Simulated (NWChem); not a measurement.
# C₃H₅ClSi; SMILES CC#C[SiH2]Cl

All runs: NWChem. Medium grid unless said otherwise, to which SCAN and Minnesota functionals are sensitive. Coordinates come from a PBE-D3(BJ)/def2-SVP optimisation. B3LYP is NWChem's, with the RPA form of VWN correlation.

Q: Order these by “dipole (D)”, lowest first: PBE/def2-SVP; LC-BLYP (range parameter 0.33 per bohr)/def2-SVP; M05-2X/def2-SVP; MN15-L/def2-SVP.

A: LC-BLYP (range parameter 0.33 per bohr)/def2-SVP (2.71), PBE/def2-SVP (2.77), M05-2X/def2-SVP (2.83), MN15-L/def2-SVP (3.09)
